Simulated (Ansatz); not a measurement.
C2H9BOSi can be A, `CB(C)O[SiH3]`, or B, `B[SiH2]COC`.

Isolated molecules relaxed with PBE0-D4/def2-TZVP in Ansatz; ΔE leaves out vibrations. CCSD(T)/CBS is the MP2 limit (def2-TZVPP, def2-QZVPP) plus CCSD(T) − MP2 in def2-TZVPP, frozen cores. Functionals use def2-TZVPP. B3LYP here is the variant with VWN-RPA as its local correlation; programs differ in this. Each species was taken in one conformer, which may not be the lowest.

Question: Which is lower in electronic energy at CCSD(T)/CBS, and by how much? (Best estimate.)

Answer: Computed: A, by 461.8 kJ/mol.

Question: Give E(B) − E(A) in kJ/mol with CCSD(T)/def2-TZVPP, B2PLYP, PBE-D4, PBE0-D4, MP2/def2-TZVPP, B3LYP-D4, CCSD/def2-TZVPP. (Estimate.)

Answer: The calculation gave: CCSD(T)/def2-TZVPP 458.2, B2PLYP 462.3, PBE-D4 438.4, PBE0-D4 448.8, MP2/def2-TZVPP 476.2, B3LYP-D4 456.0, CCSD/def2-TZVPP 459.1. None reverses the order clearly.

Largest T1 diagnostic: 0.011.

From PBE to PBE0 (25 % exact exchange), in def2-TZVPP and without D4, E(B) − E(A) moves by +10.6 kJ/mol. The D4 term adds +3.0 kJ/mol with B3LYP and +1.7 kJ/mol with PBE0; it sums over pairs of atoms, weighted by their polarisabilities, and B3LYP, whose exchange is more repulsive, gets the larger term.
